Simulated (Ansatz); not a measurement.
Consider the germylene formation by 1,1-elimination: `[Cl][Ge]([Cl])([Br])[Br]` → `[Br][Ge][Br]` + Cl₂.

Program: Ansatz. Geometries: PBE0-D4/def2-TZVP. ΔE: electronic, gas phase. CCSD(T)/CBS adds triple-zeta CCSD(T) − MP2 to the extrapolated MP2 energy (def2 sets, frozen cores). This one scheme is used for every species. DFT in def2-TZVPP. HSE06 is defined as in plane-wave codes. For Br, Ge outer-core shells are correlated without core-valence functions, which leaves a few kJ/mol of doubt a bond. Scalar relativity is left out up to krypton.

Problem. Is it downhill or uphill in electronic energy at CCSD(T)/CBS, and by how much? (Estimate.)

Solution. Ansatz gave: Uphill: ΔE = +82.2 kcal/mol.

Problem. What do these levels give: PBE-D4, BLYP-D4, B97M-V, r2SCAN0-D4, HSE06-D4, r2SCANh, RPA@PBE/def2-TZVPP, HF/def2-SVP, CCSD/def2-SVP, CCSD(T)/def2-SVP, CCSD(T)/def2-TZVPP, MP2/CBS(def2)? (Best estimate.)

Solution. The calculation gave: PBE-D4 75.6, BLYP-D4 69.1, B97M-V 86.4, r2SCAN0-D4 88.3, HSE06-D4 83.1, r2SCANh 85.5, RPA@PBE/def2-TZVPP 80.6, HF/def2-SVP 88.8, CCSD/def2-SVP 87.8, CCSD(T)/def2-SVP 87.6, CCSD(T)/def2-TZVPP 87.3, MP2/CBS(def2) 89.2 kcal/mol.

Largest T1 diagnostic among the species: 0.011.

In def2-TZVPP, CCSD(T) changes the Hartree–Fock value by +2.1 kcal/mol (the triples alone add +0.1 kcal/mol) and MP2 by +9.1 kcal/mol. Leaving LDA and LC-ωPBE aside and taking each functional with its dispersion term where it has one, the values, not all of them listed here, spread over 22.1 kcal/mol, from BLYP-D4 to PBE-QIDH. LDA lies +9.6 kcal/mol from PBE without D4.
